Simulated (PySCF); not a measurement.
**Working out the ionisation energy of O⁺**

O⁺ [He] 2s2 2p3 (4S) → O²⁺ [He] 2s2 2p2 (3P). Calculation: PySCF 2.14, in aug-cc-pVDZ; the non-relativistic Hamiltonian (point nucleus). Frozen: 1s2. Energies in hartree (1 hartree = 27.21139 eV):

```json
{"part": "UHF", "O⁺ (lower)": "-74.353498", "O²⁺ (upper)": "-73.083444"}
{"part": "CCSD correlation", "O⁺ (lower)": "-0.088200", "O²⁺ (upper)": "-0.079022"}
{"part": "(T)", "O⁺ (lower)": "-0.000786", "O²⁺ (upper)": "-0.000660"}
```

Question: What does Hartree-Fock give?

Answer: (-73.083444) − (-74.353498) = 1.270054 hartree = 34.560 eV.

Question: What do CCSD and CCSD(T) give?

Answer: The CCSD correlation energies differ by 0.009178 hartree = 0.250 eV and the triples by 0.000126 hartree = 0.003 eV, so CCSD gives 34.810 eV and CCSD(T) 34.813 eV.

A first-order spin-orbit estimate adds -0.025 eV to CCSD(T) (valence), giving 34.788 eV against 35.121 eV (measured; NIST Atomic Spectra Database, ionization energies).

A double-zeta basis recovers only part of the correlation energy.

What remains against the reference includes basis incompleteness, the frozen core and higher excitations.
